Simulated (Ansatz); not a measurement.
Single points on the cluster FePt₂.

```yaml
crystal:
  periodic: [false, false, false]
  atoms:
    - {symbol: Fe, position_ang: [-0.114209, 1.020136, -0.794376]}
    - {symbol: Pt, position_ang: [1.032539, -0.921819, -0.271869]}
    - {symbol: Pt, position_ang: [-0.918331, -0.098317, 1.066245]}
basis:
  gaussian: {orbitals: def2-TZVP, initial_orbitals: start.molden}
hamiltonian: {xc: {name: revPBE}, dispersion: d4}
scf: {omitted_lower_state_checks: [starts]}
output: {orbitals: {seedname: orbitals}}
```

The file start.molden holds the orbitals of an earlier run on this structure, at another level or in another basis.

```sh
$ ansatz run in.yaml --threads 4 --pin off --events-out ev --progress --plain --max-ram 3916MiB
```

It prints (some lines left out):

```
Functional definition: revPBE
1228 factors; their error is unknown
mean field evaluation 1: about -40882.7014 eV, gradient 1.1e1 eV
mean field evaluation 2: about -40883.0775 eV, gradient 4.1e0 eV
mean field evaluation 4: about -40883.1178 eV, gradient 1.9e0 eV
mean field evaluation 8: about -40883.1267 eV, gradient 1.0e-1 eV
mean field evaluation 16: about -40883.1269 eV, gradient 2.3e-4 eV
mean field -40883.12693474 eV, -1502.4272032729 hartree, gradient 2.3e-6 eV, S^2 0.000000; 0 other end points of the search recorded, 0 dependent functions left out
reference -40883.12698015 eV, -1502.4272049418 hartree; 31, 31 occupied and 94, 94 virtual orbitals, 1228 factors
Total energy: -40883.34649172 eV, -1502.4352718431 hartree
Checks for a lower state left out: starts
```

It took 4.9 s on 4 threads of Arm Neoverse V1 on a shared host.

The first input with `hamiltonian: {xc: {name: B97M-V}}` (abridged; 52 s):

```
Functional definition: B97M-V
mean field evaluation 16: about -40871.5902 eV, gradient 1.2e-4 eV
mean field -40871.59020345 eV, -1502.0032362181 hartree, gradient 4.5e-6 eV, S^2 0.000000
Total energy: -40871.59025686 eV, -1502.0032381806 hartree
Checks for a lower state left out: starts
```

As the first input, with `hamiltonian: {xc: pbe, dispersion: d4}` (abridged; 4.7 s):

```
Functional definition: PBE
mean field evaluation 16: about -40877.2218 eV, gradient 1.2e-3 eV
mean field -40877.22180380 eV, -1502.2101937135 hartree, gradient 8.4e-6 eV, S^2 0.000000
Total energy: -40877.34568373 eV, -1502.2147462172 hartree
Checks for a lower state left out: starts
```

As the first input, with `hamiltonian: {xc: {text: "exchange = 0.90*pbe_x + 0.10*exact_x\ncorrelation = pbe_c"}}` (abridged; 11 s):

```
Functional definition: unnamed
mean field evaluation 16: about -40875.4001 eV, gradient 2.4e-3 eV
mean field -40875.40014061 eV, -1502.1432488262 hartree, gradient 8.9e-6 eV, S^2 0.000000
Total energy: -40875.40017397 eV, -1502.1432500519 hartree
Checks for a lower state left out: starts
```

First input, but with `hamiltonian: {xc: {text: "exchange = 0.50*pbe_x + 0.50*exact_x\ncorrelation = pbe_c"}}` (abridged; 8 s):

```
Functional definition: unnamed
mean field evaluation 16: about -40869.6493 eV, gradient 1.6e-5 eV
mean field -40869.64934947 eV, -1501.9319111499 hartree, gradient 5.8e-6 eV, S^2 0.000000
Total energy: -40869.64936869 eV, -1501.9319118561 hartree
Checks for a lower state left out: starts
```

Geometry: PBE0-D4/def2-TZVP.

In the def2 sets Pt takes a core potential; there is no spin–orbit coupling. The restricted singlet is unstable towards broken spin symmetry at other levels; at revPBE-D4/def2-TZVP, B97M-V/def2-TZVP, PBE with 10 % exact exchange/def2-TZVP, PBE with 50 % exact exchange/def2-TZVP this wasn't settled. At revPBE-D4/def2-TZVP, PBE-D4/def2-TZVP an occupied level of the charge 0 singlet lies above an empty one (by up to 0.24 eV), so this SCF solution is probably not the lowest. At PBE-D4/def2-TZVP the restricted singlet is unstable: a solution with broken spin symmetry lies lower. The geometry of the singlet was relaxed on an unsound state (restricted singlet, unstable towards broken spin symmetry). At PBE0-D4/def2-TZVP a quintet of charge 0 lies 3.02 eV below the restricted singlet, each at its own geometry. The structure comes from a short search, and lower isomers may exist.
